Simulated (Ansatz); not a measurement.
Calculated with Ansatz (gas phase, PBE0-D4/def2-TZVP geometries, no zero-point term in ΔE). CCSD(T)/CBS adds triple-zeta CCSD(T) − MP2 to the extrapolated MP2 energy (def2 sets, frozen cores). Functionals use def2-TZVPP. Each species was taken in one conformer, which may not be the lowest.

Consider the ligand exchange at the Si–O bond: `O=C[SiH](Cl)O[SiH3]` + `CNB[SiH3]` → `CN([SiH3])B[SiH3]` + `O=C[SiH](O)Cl`.

`O=C[SiH](Cl)O[SiH3]`:

Cartesian coordinates in Å:
```
O -0.519 -1.502 1.233
C 0.651 -1.508 0.935
Si 1.349 -0.046 -0.094
Cl 1.980 -0.866 -1.863
O 0.150 1.004 -0.308
Si -1.498 1.123 -0.392
H 1.295 -2.365 1.237
H 2.509 0.614 0.539
H -1.791 2.337 -1.192
H -2.069 -0.068 -1.065
H -2.056 1.277 0.971
```

`CNB[SiH3]`:

Cartesian coordinates in Å:
```
C -1.246 0.236 -1.715
N -0.163 0.062 -0.772
B -0.262 -0.004 0.606
Si 1.387 -0.253 1.737
H -1.115 1.146 -2.309
H -2.184 0.314 -1.166
H -1.315 -0.612 -2.403
H 0.743 -0.016 -1.210
H -1.358 0.093 1.088
H 1.578 0.878 2.690
H 1.313 -1.500 2.552
H 2.624 -0.342 0.901
```

`CN([SiH3])B[SiH3]`:

Z-matrix (Å, degrees):
```
C
N 1 1.461
H 1 1.090 2 109.7
H 1 1.095 2 111.0 3 -120.0
H 1 1.095 2 111.0 3 120.0
Si 2 1.753 1 114.6 3 -179.4
B 2 1.397 1 121.4 3 0.6
H 6 1.487 2 109.2 1 -58.7
H 6 1.479 2 109.3 1 -179.7
H 6 1.487 2 109.2 1 59.3
Si 7 2.029 2 124.9 1 179.9
H 7 1.204 2 116.7 1 -0.1
H 11 1.493 7 112.6 2 -60.5
H 11 1.490 7 110.1 2 179.9
H 11 1.493 7 112.6 2 60.4
```

`O=C[SiH](O)Cl`:

Z-matrix (Å, degrees):
```
Si
C 1 1.921
Cl 1 2.050 2 105.5
O 1 1.624 2 105.0 3 120.1
H 1 1.476 2 115.4 3 -118.3
O 2 1.208 1 117.3 3 -113.9
H 2 1.112 1 122.9 3 63.8
H 4 0.964 1 113.7 2 -15.4
```

```tsv
level	ΔE (kcal/mol)
PBE-D4	16.1
r2SCAN-D4	18.1
ωB97M-V	17.8
B2PLYP	19.3
MP2/def2-TZVPP	17.5
CCSD(T)/def2-TZVPP	17.8
SCS-MP2/def2-QZVPP	18.8
CCSD/CBS(def2)	18.7
```

Question: What does CCSD(T)/CBS give? (Estimate.)

Answer: Ansatz gave: +17.8 kcal/mol. The listed levels differ from it by -1.7, 0.3, 0.0, 1.5, -0.3, 0.0, 1.0, 0.9 kcal/mol.

Largest T1 diagnostic among the species: 0.014.

In def2-TZVPP, CCSD(T) changes the Hartree–Fock value by −5.4 kcal/mol (the triples alone add −0.9 kcal/mol) and MP2 by −5.8 kcal/mol. From PBE to PBE0 (25 % exact exchange), in def2-TZVPP and without D4, ΔE moves by +0.8 kcal/mol. The D4 term adds −1.2 kcal/mol with B3LYP and −0.6 kcal/mol with PBE0; it sums over pairs of atoms, weighted by their polarisabilities, and B3LYP, whose exchange is more repulsive, gets the larger term.

B3LYP here is the variant with VWN-RPA as its local correlation; programs differ in this.
